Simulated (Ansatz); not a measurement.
Compare A (`[SiH3][SiH]1COC1`) with its isomer B (`C=C[SiH2][SiH2]O`).

Calculated with Ansatz (gas phase, PBE0-D4/def2-TZVP geometries, no zero-point term in ΔE). CCSD(T)/CBS is the MP2 limit (def2-TZVPP, def2-QZVPP) plus CCSD(T) − MP2 in def2-TZVPP, frozen cores. Functionals use def2-TZVPP. B3LYP here is the variant with VWN-RPA as its local correlation; programs differ in this. One conformer a species, not always the lowest.

**Question.** Which is lower in electronic energy at CCSD(T)/CBS, and by how much? (An estimate is asked.)

**Answer.** Computed: B, by 200.3 kJ/mol.

**Question.** Give E(B) − E(A) in kJ/mol with r2SCAN-D4, MP2/def2-TZVPP, B2PLYP, HF/def2-TZVPP, PBE-D4, ωB97M-V, B3LYP. (Best estimate.)

**Answer.** The calculation gave: r2SCAN-D4 -185.8, MP2/def2-TZVPP -200.9, B2PLYP -200.9, HF/def2-TZVPP -224.0, PBE-D4 -168.8, ωB97M-V -187.9, B3LYP -198.5. None reverses the order clearly.

Largest T1 diagnostic: 0.013.

In def2-TZVPP, CCSD(T) changes the Hartree–Fock value by +27.5 kJ/mol (the triples alone add +2.9 kJ/mol) and MP2 by +23.1 kJ/mol. From PBE to PBE0 (25 % exact exchange), in def2-TZVPP and without D4, E(B) − E(A) moves by −4.1 kJ/mol.
